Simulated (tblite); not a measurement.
Compound: C₇H₁₃NSi.
Structure used (GFN2-xTB), in Å, numbered top down from 1:
```
atom  x, y, z in Å
C1     3.238    1.323    0.676
C2     2.133    1.242    0.223
C3     0.802    1.121   -0.332
C4     0.286   -0.330   -0.325
C5     1.232   -1.201   -1.149
C6     0.247   -0.845    1.114
Si7   -1.466   -0.380   -1.101
N8    -2.352    0.805   -0.223
C9    -3.355    0.789    0.518
H10    4.206    1.408    1.073
H11    0.821    1.497   -1.359
H12    0.119    1.752    0.244
H13    0.888   -2.234   -1.171
H14    2.235   -1.183   -0.723
H15    1.292   -0.842   -2.175
H16   -0.103   -1.876    1.145
H17    1.241   -0.809    1.560
H18   -0.421   -0.239    1.723
H19   -1.465    0.172   -2.455
H20   -1.952   -1.767   -1.094
H21   -3.695    1.717    0.974
H22   -3.944   -0.101    0.755
```

Computed values, GFN2-xTB/tblite, gas phase, harmonic and unscaled. This tight-binding method is rough: wavenumbers can miss measured ones by several per cent, in bad cases by 10 to 20. Modes of hydrogen on silicon can be 10 to 20 % off. One conformer, not necessarily the lowest.

Harmonic wavenumbers (cm⁻¹): 42.5, 58.5, 85.3, 119.2, 158.7, 216.7, 223.4, 247.1, 254.2, 256.9, 301.9, 331.7, 360.8, 373.2, 439.0, 472.0, 526.3, 587.0, 630.3, 634.9, 702.8, 720.8, 773.6, 794.9, 878.8, 904.2, 974.4, 990.7, 997.1, 1018.8, 1026.6, 1124.6, 1142.1, 1181.1, 1219.3, 1248.6, 1305.7, 1411.0, 1425.2, 1449.2, 1452.5, 1499.8, 1505.6, 1511.1, 1516.0, 1761.4, 2200.8, 2275.4, 2289.6, 2876.2, 2942.8, 2963.3, 2966.1, 3002.3, 3006.7, 3011.0, 3017.6, 3022.0, 3026.5, 3394.3.

A = 2357, B = 820.1, C = 728.9 MHz; mass 139.082 u (most abundant isotopes); point group C1, symmetry number 1.

Q: What is the zero-point energy?

A: ½Σν̃ = 38425 cm⁻¹ = 459.67 kJ/mol.

Q: What is S at 273.15 K and 1 bar for an ideal gas of classical rigid rotors and harmonic oscillators?

A: Translation 168.58, rotation 123.64, vibration 147.31: S = 439.5 J/(mol K).

Q: And Cp and H(273.15 K) − H(0)?

A: Cp = 187.31 J/(mol K), of which vibrations give 154.05 (their classical limit is 60 R = 498.9); H(273.15 K) − H(0) = 30.70 kJ/mol without the zero-point energy, 21.61 from vibrations.

Q: Which modes carry the vibrational entropy at 273.15 K?

A: 42.5 cm⁻¹: 20.78; 58.5 cm⁻¹: 18.14; 85.3 cm⁻¹: 15.04; 119.2 cm⁻¹: 12.32; 158.7 cm⁻¹: 10.04; 216.7 cm⁻¹: 7.65 J/(mol K); the other 54 give 63.35 together.

Q: How do the functions run with temperature in this model?

A: 
```csv
T (K),S (J/(mol K)),Cp (J/(mol K)),H − H(0) (kJ/mol),G − H(0) (kJ/mol),ln q(vib)
100,304.2,93.1,6.04,-24.39,2.20
200,387.1,150.5,18.33,-59.10,5.64
300,457.7,200.2,35.90,-101.41,9.13
500,580.3,282.3,84.59,-205.55,15.88
800,732.1,363.6,182.47,-403.23,25.18
1000,817.4,400.3,259.05,-558.37,30.82
```

q(vib) and H(0) count from the zero-point level.

Q: Blend soft modes into free rotors: weight 1/[1 + (100 cm⁻¹/ν̃)⁴] for the oscillator and the rest for a rotor with moment μB/(μ + B), μ = h/(8π²ν), B = 10⁻⁴⁴ kg m². What vibrational entropy results?

A: 135.84 J/(mol K) in place of 147.31, which changes −T·S at 273.15 K by +3.13 kJ/mol.

Hindered rotation and anharmonicity are outside this model. Other conformers, if any are populated, would add a mixing term that is left out. The structure is chiral; the term R ln 2 for an equal mix with its mirror image is left out.
